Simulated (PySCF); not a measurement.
A structure optimised at PBE-D3(BJ)/def2-TZVP, used in a PySCF frequency run:

```xyz
4

O      0.1724     1.1669     0.0000
C     -0.4195     0.1315     0.0000
O      0.0163    -1.1251     0.0000
H      1.0072    -1.1233     0.0000
```
Charge 0, spin multiplicity 2.

**Question.** Write its SMILES, formula and point group.

**Answer.** O=[C]O, CHO2, Cs

**Question.** What are its rotational constants (standard atomic weights)?

**Answer.** 141.92, 11.611, 10.733 GHz
